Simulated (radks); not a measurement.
All-electron atom: V2+ in [Ar] 3d2.5 4s0.5 (fractional occupations, a model configuration). Calculated with a radial shooting solver on a logarithmic mesh with Libxc functionals: non-relativistic Kohn-Sham, PBE, spin-polarised, spherical densities, point nucleus; open shells are filled with parallel spins first.

Radial electron density D(r) = 4 pi r^2 rho(r):

```
   r/bohr * D(r) (the largest magnitude, 29.6, reaches the edge; | marks zero)
 0.004215 |  *
 0.004829 |   *
 0.005489 |   *
 0.006289 |     *
 0.007147 |      *
 0.008189 |        *
 0.009307 |          *
  0.01066 |            *
  0.01212 |               *
  0.01388 |                  *
  0.01578 |                      *
  0.01808 |                          *
  0.02055 |                              *
  0.02354 |                                   *
  0.02676 |                                       *
  0.03065 |                                           *
  0.03484 |                                              *
   0.0396 |                                                 *
  0.04537 |                                                  *
  0.05156 |                                                 *
  0.05907 |                                                *
  0.06714 |                                             *
  0.07692 |                                          *
  0.08742 |                                       *
   0.1002 |                                      *
   0.1138 |                                      *
   0.1304 |                                        *
   0.1482 |                                            *
   0.1698 |                                                 *
    0.193 |                                                     *
   0.2211 |                                                      *
   0.2513 |                                                    *
   0.2879 |                                             *
   0.3273 |                                     *
   0.3749 |                            *
   0.4261 |                     *
   0.4882 |                *
   0.5549 |                *
   0.6306 |                 *
   0.7225 |                    *
   0.8212 |                     *
   0.9408 |                    *
    1.069 |                 *
    1.225 |            *
    1.392 |        *
    1.595 |     *
    1.813 |   *
    2.077 | *
    2.361 |*
    2.705 |*
    3.074 |*
    3.522 *
    4.003 *
    4.586 *
    5.212 *
    5.971 *
    6.787 *
    7.776 *
```

D(r) has 3 maxima, at r = 0.0465, 0.216, 0.821 bohr, and minima at 0.104, 0.533 bohr, inside which lie 2.14, 10.49 electrons.
